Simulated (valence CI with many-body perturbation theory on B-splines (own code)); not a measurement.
**Run record, Se²¹⁺**

Computed by valence CI with perturbative core correlation (CI+MBPT): three valence electrons over a frozen Dirac-Fock core [Ne], a basis of 11 s, 11 p, 10 d, 8 f, 5 g, 2 h functions for each j, with the one-electron correlation potential Σ1 (screened to all orders), the two-electron term Σ2, the three-electron term Σ3, Breit, model QED; selected single and double excitations, second order for the rest, scaled by the run's own slope (own B-spline code, finite nucleus).

Command, and the settings that its task file holds:

```sh
python run_cv.py task.json out
```

```
atom Se  Z=34  mass_number=80  rms_radius_fm=4.1400
core [Ne]
valence 3s2 3p1
avg = 1
basis = M
breit = 1
cap = 32000
capref = 2000
cscale = 1
de = 0.0
dress = 0
eps = 2e-08
extrap = 1
h = 0.27
hh = 1
l2 = 3
lcore = 6
maxit = 60
n2 = 5
natural = 1
nlev = 150
nno = [5, 5, 5, 4, 2, 1]
nroot = 36
nsp = [6, 6, 5, 4, 3, 1]
pt2 = 1
qed = 1
rpa = 1
s1 = 1
s2 = 1
s3 = 1
screen = 1
tol = 2e-05
whole = 1
```

Q: Roughly how long does this run take on one core of Intel(R) Xeon(R) 6975P-C (Granite Rapids), and how much memory?

A: 50 s on 1 thread of Intel(R) Xeon(R) 6975P-C (Granite Rapids) (shared host), peak memory 0.66 GiB.

Log. The first blocks belong to the next ion, which gives the ionisation energy. Fields: 2J, parity (1 odd), roots, reference size, generating configurations, candidates as configurations/state functions, variational space P, stored matrix elements, Davidson steps; e2 is the range of second-order energies in hartree. The first line gives the box (bohr), its intervals, the orbitals and the steps of their self-consistent field. Window is the range of levels sought, series limit the energy at which the first omitted orbital would enter, core excitation an estimate of the first excitation out of the core, left out the lowest levels not solved, and shifts from estimates the range by which levels moved from their first estimate, all in cm⁻¹.

```
rmax 8.6 intervals 62 orbitals 83 references ['3s2 3p', '3s 3p2', '3s2 3d', '3p3', '3s 3p 3d'] scf 4 t 0.7
2J=0 par=0 roots 2 ref 19 generators 4 cand 384/384 P 403/403 nnz 0 it 0
2J=0 par=0 roots 2 ref 19 generators 7 cand 11/11 P 414/414 nnz 0 it 0
   second order: generators 10 cand 2/2 e2 -0.00000 -0.00000
reference levels 1213, estimated 452, window 3434297 1/cm; series limit 6124336, core excitation 11649969
2J=1 par=1 roots 16 ref 93 generators 25 cand 2239/3502 P 4236/6399 nnz 4.9e+06 it 5
2J=1 par=1 roots 16 ref 93 generators 37 cand 3004/4621 P 7240/11020 nnz 1.2e+07 it 8
   second order: generators 65 cand 12843/20243 e2 -0.00004 -0.00000
2J=3 par=1 roots 25 ref 149 generators 29 cand 781/1874 P 3080/6566 nnz 5.7e+06 it 5
2J=3 par=1 roots 25 ref 149 generators 49 cand 4993/10787 P 8073/17353 nnz 3.1e+07 it 9
   second order: generators 76 cand 15776/36941 e2 -0.00006 -0.00000
2J=1 par=0 roots 15 ref 93 generators 23 cand 2268/3582 P 4183/6400 nnz 5e+06 it 6
2J=1 par=0 roots 15 ref 93 generators 35 cand 2753/4217 P 6936/10617 nnz 1.1e+07 it 7
   second order: generators 64 cand 12263/19311 e2 -0.00003 -0.00000
2J=3 par=0 roots 22 ref 146 generators 25 cand 852/2009 P 2944/6404 nnz 5.6e+06 it 6
2J=3 par=0 roots 22 ref 146 generators 40 cand 4826/10834 P 7770/17238 nnz 3.1e+07 it 9
   second order: generators 79 cand 14937/34727 e2 -0.00011 -0.00000
2J=5 par=0 roots 21 ref 149 generators 22 cand 793/2145 P 2651/6393 nnz 5.9e+06 it 6
2J=5 par=0 roots 21 ref 149 generators 36 cand 5273/13421 P 7924/19814 nnz 4.2e+07 it 10
   second order: generators 63 cand 14106/38615 e2 -0.00008 -0.00000
2J=5 par=1 roots 20 ref 148 generators 17 cand 736/1992 P 2701/6391 nnz 5.8e+06 it 6
2J=5 par=1 roots 20 ref 148 generators 34 cand 4493/10896 P 7194/17287 nnz 3.6e+07 it 10
   second order: generators 64 cand 14926/41794 e2 -0.00006 -0.00000
2J=7 par=1 roots 14 ref 115 generators 13 cand 1317/3370 P 2752/6422 nnz 5.9e+06 it 5
2J=7 par=1 roots 14 ref 115 generators 26 cand 4224/11254 P 6976/17676 nnz 3.5e+07 it 7
   second order: generators 58 cand 18667/56359 e2 -0.00008 -0.00000
2J=9 par=1 roots 7 ref 66 generators 9 cand 1631/3858 P 2950/6397 nnz 6.2e+06 it 5
2J=9 par=1 roots 7 ref 66 generators 17 cand 2558/6618 P 5508/13015 nnz 2.1e+07 it 6
   second order: generators 41 cand 13959/41096 e2 -0.00004 -0.00001
2J=7 par=0 roots 12 ref 108 generators 13 cand 1463/3776 P 2671/6400 nnz 6.4e+06 it 7
2J=7 par=0 roots 12 ref 108 generators 26 cand 3832/9691 P 6503/16091 nnz 3.2e+07 it 7
   second order: generators 56 cand 16824/50060 e2 -0.00004 -0.00000
2J=9 par=0 roots 8 ref 68 generators 13 cand 1647/3832 P 2985/6400 nnz 6.4e+06 it 5
2J=9 par=0 roots 8 ref 68 generators 21 cand 2807/7250 P 5792/13650 nnz 2.3e+07 it 7
   second order: generators 48 cand 14415/42517 e2 -0.00008 -0.00001
2J=11 par=1 roots 3 ref 31 generators 8 cand 1673/3881 P 3109/6381 nnz 5.7e+06 it 5
2J=11 par=1 roots 3 ref 31 generators 14 cand 1625/4111 P 4734/10492 nnz 1.4e+07 it 5
   second order: generators 27 cand 13863/39961 e2 -0.00006 -0.00000
2J=11 par=0 roots 2 ref 27 generators 4 cand 1190/2855 P 2530/5424 nnz 4.4e+06 it 4
2J=11 par=0 roots 2 ref 27 generators 9 cand 1154/2864 P 3684/8288 nnz 9.1e+06 it 4
   second order: generators 24 cand 13754/38491 e2 -0.00004 -0.00003
left out: unestimated 4968335, estimated 3772516, shifts from estimates -31 to 141
operators 1.0
```

The Davidson iterations converged.

No measured spectrum was set against this ion. As an estimate, levels of excited configurations hold to 0.05 to 0.15 % of their energy, terms of the ground configuration to about 0.5 %.

| Item | Value |
| --- | --- |
| Valence energy | -107.2539 hartree |
| Ionisation energy | 893.78 eV (NIST: 887 ± 4 eV (semi-empirical)) |
| Reference configurations for the orbitals | 3s2 3p, 3s 3p2, 3s2 3d, 3p3, 3s 3p 3d |
| Radial orbitals | 83 |
| Box radius | 8.566 bohr |
| Largest variational space | 19814 |
| Lowest levels | 3s2 3p 2P°_1/2 0.00, 3s2 3p 2P°_3/2 9.13, 3s 3p2 4P_1/2 46.06, 3s 3p2 4P_3/2 50.68, 3s 3p2 4P_5/2 54.40, 3s 3p2 2D_3/2 63.75, 3s 3p2 2D_5/2 66.28, 3s 3p2 2P_1/2 73.44, 3s 3p2 2S_1/2 82.54, 3s 3p2 2P_3/2 83.98, 3s2 3d 2D_3/2 94.22, 3s2 3d 2D_5/2 95.45, 3p3 2D°_3/2 117.24, 3p3 2D°_5/2 121.30 eV |

Names give the largest LS component (configuration and term), which can be under half, so a name can repeat, a term be missing and a line seem to break the LS rules; names also repeat where a configuration has a term twice.
